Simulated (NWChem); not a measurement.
System: GeIBr, singlet; SMILES [Br][Ge][I]

Program: NWChem. Medium grid unless said otherwise, to which SCAN and Minnesota functionals are sensitive. Low-valent species are run as closed-shell singlets; no triplet was tried in these runs. Geometry: optimised at PBE0/def2-SVP. def2 effective core potentials on I; no spin-orbit coupling. Hybrids' shares of exact exchange are those that their runs print; pure functionals count as 0. The functionals differ in more than this share.

```
row              share of exact exchange  highest occupied level (eV)
---------------  -----------------------  ---------------------------
PBE/def2-SVP                        0.00                        -6.37
PW91/def2-SVP                       0.00                        -6.41
B3LYP/def2-SVP                      0.20                     withheld
PBE0/def2-SVP                       0.25                        -7.44
PW6B95/def2-SVP                     0.28                        -7.45
MN15/def2-SVP                       0.44                        -7.88
```

Problem. Fit a straight line of the last column on the one before it, predict the withheld value, and compare with the run.

Solution. 
1. Means of the 5 shown rows: x = 0.194, y = -7.110. Slope Σ(x − x̄)(y − ȳ)/Σ(x − x̄)² = -0.5165/0.1463 = -3.530; intercept -6.425.
2. The shown rows scatter about the line by 0.080 (root mean square); the largest residual is -0.13, at PBE0/def2-SVP.
3. At x = 0.20 (B3LYP/def2-SVP; inside the shown range) the line gives -7.13.
4. The run gives -7.17, -0.04 from the line, 0.5 times the scatter.
